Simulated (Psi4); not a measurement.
OSr (SMILES [O]=[Sr]), singlet, geometry from GFN2-xTB (such geometries of metal compounds can be far from the true shape) (all electrons, no relativity); R2SCAN/3-21G (Psi4).

The Psi4 input:
```
memory 2 GB

molecule mol {
0 1
Sr   -0.000000   -0.000000   -0.347963
O     0.000000    0.000000    1.652826
symmetry c1
no_reorient
no_com
}

set {
  basis 3-21g
  reference rks
  scf_type pk
}

energy('r2scan')
print_variables()
```

It wrote (shortened):

```
   => Loading Basis Set <=

    Name: 3-21G
    Role: ORBITAL
    Keyword: BASIS

         ---------------------------------------------------------
                                   SCF
               by Justin Turney, Rob Parrish, Andy Simmonett
                          and Daniel G. A. Smith
                              RKS Reference
         ---------------------------------------------------------

  ==> Geometry <==

    Molecular point group: c1
    Full point group: C_inf_v

    Geometry (in Angstrom), charge = 0, multiplicity = 1:

       Center              X                  Y                   Z               Mass
    ------------   -----------------  -----------------  -----------------  -----------------
         SR           0.000000000000     0.000000000000    -0.347963000000    87.905612500000
         O            0.000000000000     0.000000000000     1.652826000000    15.994914619570

  Running in c1 symmetry.

  Rotational constants: A = ************  B =      0.31023  C =      0.31023 [cm^-1]
  Rotational constants: A = ************  B =   9300.50028  C =   9300.50028 [MHz]
  Nuclear repulsion =   80.403216952752146

  Charge       = 0
  Multiplicity = 1
  Electrons    = 46
  Nalpha       = 23
  Nbeta        = 23

  ==> Algorithm <==

  SCF Algorithm Type is PK.
  DIIS enabled.
  MOM disabled.
  Fractional occupation disabled.
  Guess Type is SAD.
  Energy threshold   = 1.00e-06
  Density threshold  = 1.00e-06
  Integral threshold = 1.00e-12

  ==> Primary Basis <==

  Basis Set: 3-21G
    Blend: 3-21G
    Number of shells: 17
    Number of basis functions: 36
    Number of Cartesian functions: 36
    Spherical Harmonics?: false
    Max angular momentum: 2

  ==> DFT Potential <==

   => LibXC <=

    Version 7.1.2
    S. Lehtola, C. Steigemann, M. J. T. Oliveira, and M. A. L. Marques,  SoftwareX 7, 1–5 (2018) (10.1016/j.softx.2017.11.002)

   => Composite Functional: R2SCAN <=

    r2SCAN Meta-GGA XC Functional  (0.1021/acs.jpclett.0c02405)
    J. W. Furness, A. D. Kaplan, J. Ning, J. P. Perdew, J. Sun  J. Phys. Chem. Lett.  11, 8208–8215, 2020

    Deriv               =              1
    GGA                 =           TRUE
    Meta                =           TRUE

    Exchange Hybrid     =          FALSE
    MP2 Hybrid          =          FALSE

   => Exchange Functionals <=

    1.0000   XC_MGGA_X_R2SCAN

   => Correlation Functionals <=

    1.0000   XC_MGGA_C_R2SCAN

   => LibXC Density Thresholds  <==

[...]
   @RKS iter  16: -3193.32940736651062   -2.26277e-01   1.22548e-02 ADIIS/DIIS
   @RKS iter  17: -3193.43425024738190   -1.04843e-01   6.29565e-04 ADIIS/DIIS
   @RKS iter  18: -3193.43430813455416   -5.78872e-05   4.52108e-04 ADIIS/DIIS
   @RKS iter  19: -3193.43447216804771   -1.64033e-04   6.52280e-05 DIIS
   @RKS iter  20: -3193.43447564564258   -3.47759e-06   1.11035e-05 DIIS
   @RKS iter  21: -3193.43447575034497   -1.04702e-07   4.17969e-07 DIIS
  Energy and wave function converged.

  ==> Post-Iterations <==

   Electrons on quadrature grid:
      Ntotal   =   46.0000160174 ; deviation = 1.602e-05

    Orbital Energies [Eh]
    ---------------------

    Doubly Occupied:

[...]
    Virtual:

[...]
      36A     31.694559

    Final Occupation by Irrep:
              A
    DOCC [    23 ]
    NA   [    23 ]
    NB   [    23 ]

  @RKS Final Energy: -3193.43447575034497

   => Energetics <=

    Nuclear Repulsion Energy =             80.4032169527521461
    One-Electron Energy =               -4588.2120645793629592
    Two-Electron Energy =                1426.5878789568196225
    DFT Exchange-Correlation Energy =    -112.2135070805533417
    Empirical Dispersion Energy =           0.0000000000000000
    VV10 Nonlocal Energy =                  0.0000000000000000
    Total Energy =                      -3193.4344757503449728

Computation Completed

Properties will be evaluated at   0.000000,   0.000000,   0.000000 [a0]

Properties computed using the SCF density matrix

 Multipole Moments:

 ------------------------------------------------------------------------------------
     Multipole            Electronic (a.u.)      Nuclear  (a.u.)        Total (a.u.)
 ------------------------------------------------------------------------------------

 L = 1.  Multiply by 2.5417464519 to convert [e a0] to [Debye]
 Dipole X            :         -0.0000000            0.0000000           -0.0000000
 Dipole Y            :          0.0000000            0.0000000            0.0000000
 Dipole Z            :         -1.7371825            0.0000265           -1.7371560
 Magnitude           :                                                    1.7371560

 ------------------------------------------------------------------------------------

  Variable Map:
  ----------------------------------------------------------------------------
[...]
  Array Variable Map:
  ----------------------------------------------------------------------------
[...]
[...]
```
